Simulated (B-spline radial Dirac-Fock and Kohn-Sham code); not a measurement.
**Tb: eigenvalues, ΔSCF and the reference**

System: neutral terbium in the configuration [Xe] 4f9 6s2.

The density-functional columns are spherical, spin-unpolarised Dirac-Kohn-Sham results without Breit or QED terms: −ε is minus the orbital energy of the initial state and ΔSCF the difference of two total energies. The reference in the last column comes from relaxed Dirac-Fock hole states (ΔSCF) with Breit and QED corrections and a finite nucleus. All numbers are from a radial B-spline solver, in eV; a selection of levels is shown. For the 1s level of heavy atoms much of the gap between ΔSCF and the reference is the Breit and QED part, -227.0 eV here; for other levels the error of the functional can be larger.

| level | PBE −ε | PBE ΔSCF | PBE0 −ε | LDA −ε | LDA ΔSCF | Dirac-Fock |
| --- | --- | --- | --- | --- | --- | --- |
| K (1s) | 51795.5 | 52261.0 | 51923.8 | 51747.2 | 52211.3 | 51996.5 |
| L1 (2s) | 8581.8 | 8663.3 | 8635.3 | 8575.1 | 8656.8 | 8715.8 |
| L2 (2p1/2) | 8155.9 | 8260.5 | 8201.4 | 8152.9 | 8257.7 | 8254.7 |
| L3 (2p3/2) | 7409.3 | 7502.5 | 7454.3 | 7407.2 | 7500.6 | 7516.7 |
| M1 (3s) | 1903.4 | 1925.4 | 1929.4 | 1901.3 | 1923.6 | 1969.2 |
| M2 (3p1/2) | 1718.0 | 1741.7 | 1740.7 | 1717.2 | 1741.0 | 1769.9 |
| M3 (3p3/2) | 1563.9 | 1585.7 | 1585.7 | 1563.3 | 1585.2 | 1615.0 |
| M4 (3d3/2) | 1244.4 | 1270.9 | 1261.6 | 1244.5 | 1271.0 | 1276.0 |
| M5 (3d5/2) | 1210.8 | 1236.6 | 1227.9 | 1210.9 | 1236.7 | 1243.1 |
| N1 (4s) | 377.0 | 385.9 | 389.2 | 376.0 | 385.0 | 407.5 |
| N2 (4p1/2) | 304.3 | 313.2 | 314.8 | 303.8 | 312.7 | 328.3 |
| N3 (4p3/2) | 270.0 | 278.6 | 280.2 | 269.4 | 278.0 | 294.1 |
| N4 (4d3/2) | 150.4 | 158.7 | 157.3 | 150.3 | 158.6 | 162.9 |
| N5 (4d5/2) | 144.2 | 152.4 | 151.0 | 144.0 | 152.3 | 156.8 |
| N6,7 (4f) | 3.02 | 9.99 | 3.76 | 3.24 | 10.24 | 5.72 |
| O1 (5s) | 47.39 | 53.17 | 50.78 | 47.54 | 53.36 | 55.60 |
| O2 (5p1/2) | 27.92 | 33.29 | 30.07 | 28.09 | 33.50 | 31.91 |
| O3 (5p3/2) | 23.55 | 28.70 | 25.59 | 23.66 | 28.86 | 27.56 |
| P1 (6s) | 3.71 | 6.17 | 4.23 | 3.85 | 6.37 | 4.86 |

Q: Order the estimates of the K (1s) level by their distance from the Dirac-Fock value, nearest first.
A. PBE0 −ε
B. LDA −ε
C. PBE ΔSCF
D. PBE −ε
E. LDA ΔSCF

A: A (72.7 eV), D (201.0 eV), E (214.8 eV), B (249.3 eV), C (264.5 eV).

An eigenvalue near the reference for a deep level is a cancellation of errors: it lacks relaxation, carries self-interaction and omits Breit and QED terms.

For the outermost level NIST gives 5.8638 eV (measured); the differences from it are PBE −ε -2.16, PBE ΔSCF +0.30, PBE0 −ε -1.63, LDA −ε -2.01, LDA ΔSCF +0.51, Dirac-Fock -1.01 eV.

Values without a named source are computed, but for edge energies of neutral atoms, which are taken from tables.
